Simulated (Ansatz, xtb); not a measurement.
# Relative energy of two isomers of ClGe2H7Si

We compare I, `[SiH3][Ge@@H]([Cl])[GeH3]`, a singlet, with II, `Cl[SiH]([GeH3])[GeH3]`, a singlet. Both are isolated molecules in the gas phase, relaxed with B3LYP-D3(BJ)/def2-SVP.

I (Å):

```xyz
11

Cl    2.6834   -0.0880   -1.1776
Ge    1.1360   -1.0317    0.0849
Ge    1.6395   -0.3160    2.3647
Si   -0.9446   -0.2454   -0.8039
H    -0.9751    1.2385   -0.6754
H    -2.0765   -0.8336   -0.0283
H    -1.0624   -0.6342   -2.2371
H     1.3218   -2.5573   -0.0896
H     3.0639   -0.7575    2.7503
H     1.5394    1.2197    2.4356
H     0.6263   -0.9342    3.3525
```

II (Å):

```xyz
11

Cl   -1.7596   -1.6457    0.4836
Ge    0.1511    1.3573   -0.2136
Ge    1.6527   -1.7995    1.7029
Si    0.1846   -1.0276   -0.0218
H     0.5329   -1.6557   -1.3291
H    -0.2523    1.9698    1.1426
H     1.5509    1.8837   -0.5991
H    -0.8650    1.7996   -1.2854
H     1.5746   -3.3336    1.8333
H     3.1094   -1.3945    1.3875
H     1.2403   -1.1607    3.0442
```

Q: Estimate E(II) − E(I) at the level CCSD(T)/def2-SVP + ΔMP2/def2-TZVPP.

A: Too close to call at this level: CCSD(T)/def2-SVP + ΔMP2/def2-TZVPP gives E(II) − E(I) = 0.00 kcal/mol.

The same difference at several levels:

| level | geometry | E(II) − E(I) (kcal/mol) | departure from the last row (kcal/mol) | job, with rough time for the two |
| --- | --- | --- | --- | --- |
| GFN2-xTB | GFN2-xTB | +14.20 | +14.20 | optimisation, 1.5 s |
| HF/STO-3G | GFN2-xTB | +1.26 | +1.26 | single point, 5.6 s |
| r2SCAN-D4/def2-SVP | GFN2-xTB | +0.82 | +0.82 | single point, 19 s |
| B3LYP-D3(BJ)/def2-SVP | B3LYP-D3(BJ)/def2-SVP | +0.70 | +0.70 | optimisation, 4 min |
| HF/def2-SVP | B3LYP-D3(BJ)/def2-SVP | +1.42 | +1.42 | part of the CCSD(T) run |
| MP2/def2-SVP | B3LYP-D3(BJ)/def2-SVP | −0.19 | −0.19 | part of the CCSD(T) run |
| CCSD(T)/def2-SVP | B3LYP-D3(BJ)/def2-SVP | −0.08 | −0.08 | single point |
| CCSD(T)/def2-SVP + ΔMP2/def2-TZVPP | B3LYP-D3(BJ)/def2-SVP | 0.00 |  | single point, 3.1 min |

As drawn, II has 1 Cl–Si, 1 Ge–Si, 2 Ge–H in place of 1 Cl–Ge, 1 Ge–Ge, 2 Si–H.

The largest departure from CCSD(T)/def2-SVP + ΔMP2/def2-TZVPP is that of GFN2-xTB, 14.20 kcal/mol. The last row adds to CCSD(T) the change of the MP2 difference between the two basis sets, here +0.08 kcal/mol.

With thermal terms from frequencies at re-optimised GFN2-xTB minima (ideal gas, soft modes damped towards free rotors, one conformer each, 298.15 K, 1 atm): on the last row, ΔE + ΔZPE = +0.63, ΔH = +0.44, ΔG = +0.55 kcal/mol.

The correlated steps freeze 28 core orbitals; the filled d shell of Ge is correlated, in a basis made for valence electrons. Mirror images aren't counted in ΔG. Programs: Ansatz 0.2.0, xtb 6.7.1; the last row on 2 threads of Intel(R) Xeon(R) Processor @ 2.50GHz (Skylake/Cascade Lake) on a shared host.
